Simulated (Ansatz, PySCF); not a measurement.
Cl₄HSi₂, SMILES Cl[SiH]([Si](Cl)Cl)Cl (connectivity only; charge and spin as stated), charge +1, multiplicity 1.

The structure is a stationary point at B3LYP-D3(BJ)/def2-SVP. The multiplicity is an assumed one; no other spin state was optimised. The isomer is the one that the SMILES or the coordinates give; other isomers of the formula were not compared. One conformer was computed; it need not be the lowest.

Vertical ionisation energy (IE) and electron affinity (EA) in eV. Rows of orbital energies are one-electron estimates. Where ΔSCF, EOM or ADC give a negative EA the extra electron is unbound and the value depends on the basis.

```
level                                                                  IE    EA
------------------------------------------------------------------  -----  ----
−ε(HOMO), −ε(LUMO), HF/def2-TZVP (PySCF)                            16.48  5.11
−ε(HOMO), −ε(LUMO), PBE/def2-TZVP (PySCF)                           12.33  9.09
ΔSCF, PBE/def2-SVPD (Ansatz), final states of multiplicity 2 and 2  14.99  6.66
```

Task: What vertical singlet–triplet gap does ΔSCF give with PBE/def2-SVPD (Ansatz, a quantum-chemistry and plane-wave program)? (The exact figures need the calculation; the answer reports its results.)

Result: 3.21 eV (triplet above singlet where positive).
